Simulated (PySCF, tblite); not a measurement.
Isomers of C6H11NO2Si, one GFN2-xTB conformer each. Single-point energies are computed at PBE0/pcSseg-1 (PySCF, gas phase, no added dispersion term), electronic only.

**Question.** Rank them by PBE0/pcSseg-1 energy, lowest first (kcal/mol).
A. `[CH2:1]=[CH:2][C@@H:3]([O:4][CH3:5])[C@H:6]([C:7]#[N:8])[O:9][SiH3:10]` with C1–C2–C3–O4 143°, C2–C3–O4–C5 -155°, C2–C3–C6–C7 59°, C3–C6–O9–Si10 -47°
B. `[CH3:1][CH2:2][O:3][CH2:4][c:5]1[cH:6][n:7][o:8][c:9]1[SiH3:10]` with C1–C2–O3–C4 179°, C2–O3–C4–C5 172°, O3–C4–C5–C6 163°

**Answer.** A (0.0), B (7.9).

As drawn, the lower has a C≡N group, an Si–O bond and a C=C bond outside aromatic rings, which the higher lacks; the higher has an aromatic ring, an N–O linkage and an Si–C bond, which the lower lacks. GFN2-xTB itself gives, in the same order: 0.0, 9.9. Both levels put the same isomer lowest.

**Question.** Which frontier levels, dipoles and rotational constants go with these structures?

**Answer.** 
```
                        SMILES  HOMO (eV, PBE0/pcSseg-1)  LUMO (eV)  dipole (D)       A, B, C (MHz)
C=C[C@@H](OC)[C@H](C#N)O[SiH3]                     -7.90      -0.32        4.52  1346, 948.2, 756.9
             CCOCc1cnoc1[SiH3]                     -7.33      -0.58        4.98  2097, 745.5, 563.3
```

**Question.** What happens when harmonic zero-point energies from GFN2-xTB frequencies are added?

**Answer.** 
```csv
SMILES,ZPE (kcal/mol),electronic (kcal/mol),with ZPE (kcal/mol)
C=C[C@@H](OC)[C@H](C#N)O[SiH3],97.4,0.0,0.0
CCOCc1cnoc1[SiH3],99.1,7.9,9.6
```

The zero-point energies span 1.7 kcal/mol. The order is unchanged.

**Question.** As an exercise, what shares would exp(−E/RT) give at 2000 K from these electronic energies alone (no entropy, no degeneracies)?

**Answer.** RT = 3.974 kcal/mol: C=C[C@@H](OC)[C@H](C#N)O[SiH3] 87.9 %, CCOCc1cnoc1[SiH3] 12.1 %.
